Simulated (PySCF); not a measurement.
CH8O2Si2, SMILES C[Si](O)(O)[SiH3].

Geometry optimised at r2SCAN-D4/def2-SVP. This is a generated structure with no PubChem entry under its InChIKey; it may be hypothetical. The values are those of a single conformer.

Two levels are set side by side: TDA-PBE/def2-SVPD (PySCF) and TDA-PBE0/def2-SVPD (PySCF). Vertical, same geometry. The lowest singlet is HOMO→LUMO 96 % with PBE and HOMO→LUMO 93 % with the other functional; states are paired by order. Differences are taken from unrounded values.

| quantity | TDA-PBE0 |
|---|---|
| lowest singlet excitation (eV) | 6.43 |
| lowest triplet excitation (TDA) (eV) | 5.80 |
| first bright state (f over 0.05) (eV) | 6.96 |
| its oscillator strength | 0.11 |

What does TDA-PBE give, and how far is it from TDA-PBE0? (The exact figures need the calculation; the answer reports its results.)


```csv
quantity,TDA-PBE,TDA-PBE minus TDA-PBE0
lowest singlet excitation (eV),5.68,-0.75
lowest triplet excitation (TDA) (eV),5.39,-0.41
first bright state (f over 0.05) (eV),6.32,-0.64
its oscillator strength,0.07,-0.04
```

Functionals without exact exchange tend to place singlet excitations lower, as here. Differences between two approximate levels are no errors against the true value.

Rough cost on one machine, each run with all the roots and properties that it gave: TDA-PBE0 against TDA-PBE about 2 times.
